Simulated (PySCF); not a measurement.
## Computed properties of borazine (B3H6N3), SMILES N1BNBNB1

B3H6N3, SMILES B1NBNBN1. Coordinates come from a B3LYP-D3(BJ)/def2-SVP optimisation. Other conformers were not sampled. All values are computed for the isolated molecule unless a solvent is named; none is compared with measurement here.

**Structure.** The optimised structure has D3h symmetry. All 30 harmonic modes at B3LYP-D3(BJ)/def2-SVP (PySCF) are real, so it is a minimum. With heavy atoms numbered as in [BH:1]1[NH:2][BH:3][NH:4][BH:5][NH:6]1, the shortest bond between them is B5–N6 at 1.429 Å and the longest N4–B5 at 1.429 Å.

**Vibrations.** The strongest infrared lines (harmonic, unscaled, degenerate partners summed) lie at 1496 cm⁻¹ (1025 km/mol, B 44 %, N 43 %, H 13 %), 2598 cm⁻¹ (616 km/mol, H 91 %, B 9 %), 945 cm⁻¹ (182 km/mol, H 64 %, B 24 %, N 12 %). The softest mode is at 294 cm⁻¹ and the zero-point energy is 58.6 kcal/mol.

**Electronic structure.** M06-2X/def2-TZVP (PySCF) places the frontier levels at -9.44 and 1.20 eV, a gap of 10.64 eV, and gives a dipole moment of 0.00 D and a mean polarisability of 58.8 bohr³. PBE/def2-TZVP (PySCF) at the same geometry gives -6.90 and -0.65 eV, so its gap is 4.39 eV narrower. An orbital gap is neither the optical nor the fundamental gap.

**Excitations.** TDDFT-M06-2X/def2-SVPD (PySCF) has S1 at 6.95 eV (178 nm, f = 0.000, dark); the most intense of the 10 singlets computed lies at 8.02 eV (f = 0.84). Strengths of degenerate partners are summed. T1 (TDA) is at 6.56 eV. TDDFT-PBE/def2-SVPD (PySCF) puts S1 at 6.30 eV. No vertical singlet excitation falls in the visible range (under 3.1 eV).

**NMR.** GIAO shifts at B3LYP/pcSseg-1 (PySCF) (non-relativistic, atoms alike by connectivity averaged): ¹H from 4.9 to 5.9 ppm against TMS; ¹¹B at 16.6 ppm against BF3.
